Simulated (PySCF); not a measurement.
Excitations are Tamm–Dancoff values on a coarser integration grid. The basis has no diffuse functions, so Rydberg states are missing or too high.

Cartesian coordinates (Å):
```xyz
13

C     -1.3797    -0.9508     0.2844
C     -0.1146    -0.1843     0.0322
Si    -0.1410     1.6761    -0.1160
C      1.0449    -0.8253    -0.0890
O      2.2091    -0.1615    -0.3176
H     -1.1916    -2.0268     0.3442
H     -2.1149    -0.7849    -0.5089
H     -1.8560    -0.6434     1.2203
H      0.6929     2.3293     0.9283
H     -1.5487     2.1297     0.0577
H      0.3371     2.1350    -1.4477
H      1.1262    -1.9097    -0.0124
H      2.9363    -0.7834    -0.3756
```
Charge 0, multiplicity 1.

### Question
Give the HOMO, HOMO–LUMO gap, T1 excitation (TDA), S1–T1 gap (TDA), S1 excitation (TDA), dipole moment, total energy and brightest of the four lowest singlets (TDA) at the level PBE0-D3(BJ)/def2-TZVP (PySCF).

### Answer

```yaml
HOMO: -6.54 eV
HOMO–LUMO gap: 6.73 eV
T1 excitation (TDA): 3.90 eV
S1–T1 gap (TDA): 1.96 eV
S1 excitation (TDA): 5.86 eV
dipole_moment: 2.72 D
total_energy: -483.5628 Ha
brightest of the four lowest singlets (TDA): 6.45 eV
```
